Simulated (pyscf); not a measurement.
This saddle point was located with ωB97X-D3(BJ)/def2-SVP in PySCF.

```
Si
H 1 1.4825
H 1 1.4848 2 112.43
H 1 1.6724 2 113.15 3 129.95
As 4 1.8589 1 102.49 2 -64.60
H 5 1.5172 4 93.15 1 79.51
H 5 1.5192 6 93.41 4 109.05
As 4 2.1524 1 70.45 2 113.09
H 8 1.5259 4 83.09 1 92.71
```
Charge 0, spin multiplicity 1.

Surface: singlet, charge 0. Lowest wavenumbers (cm⁻¹): 1224i, 100, 133, 237, 267.

Task: What reaction is this the transition state of?

Result: H₂Si=AsH (SMILES [SiH2]=[AsH]) + AsH₃ (SMILES [AsH3]) <-> H₂As–SiH₂–AsH₂ (SMILES [AsH2][SiH2][AsH2]), an addition across a multiple bond or ene-type step read from left to right: As–H broken and As–H, As–Si formed. At ωB97M-D3(BJ)/def2-TZVP it lies +23.5 kcal/mol from the left side and +61.5 kcal/mol from the right (each side as separated species at their lowest minima found). At the saddle there is also a short H–Si contact that neither side keeps. One saddle was located; it need not be the lowest between these sides. Elements up to Kr have no core potential and no relativistic terms here.
